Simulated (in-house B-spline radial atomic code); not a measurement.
## Ionising Pb VI (Pb5+) with different functionals

Computed with an all-electron radial atomic-structure program (B-spline basis): scalar-relativistic (spin-free X2C) Hamiltonian, Fermi nucleus of rms radius 5.5012 fm, spin-polarised at highest spin, spherical fractional occupations for the functionals, and exact exchange of hybrids averaged over the configuration. The ionisation energy is the difference of two self-consistent energies, [Xe] 4f14 5d9 → [Xe] 4f14 5d8, without Breit or QED terms; ε is the level of the shell that loses the electron (its least bound occupied spin orbital). There is no spin-orbit coupling in this Hamiltonian.

```tsv
method	rung	ΔSCF (eV)	-ε(5d) (eV)
PBE0	global hybrid	85.87	79.94
B3LYP	global hybrid	85.89	79.48
TPSSh	global hybrid	85.83	78.50
BHandHLYP	global hybrid	85.70	82.12
r2SCAN0	global hybrid	86.06	80.19
B97-1	global hybrid	85.87	79.54
HSE06	range-separated hybrid	85.82	79.48
wB97X	range-separated hybrid	85.62	82.35
CAM-B3LYP	range-separated hybrid	85.82	81.39
LC-wPBE	range-separated hybrid	85.74	82.68
```

Q: Among the functionals, which spreads more, the ΔSCF values or the orbital energies?

A: The orbital energies: ΔSCF values span about 0.44 eV and the orbital energies 4.18 eV; here energy differences depend much less on the functional than eigenvalues do.

Q: How do they compare with the NIST value?

A: NIST lists 83 eV ± 2 (tabulated theory, ground level to ground level). Errors run from +2.72 to +3.16 eV; all lie within about twice that uncertainty, so the table can't rank the methods.
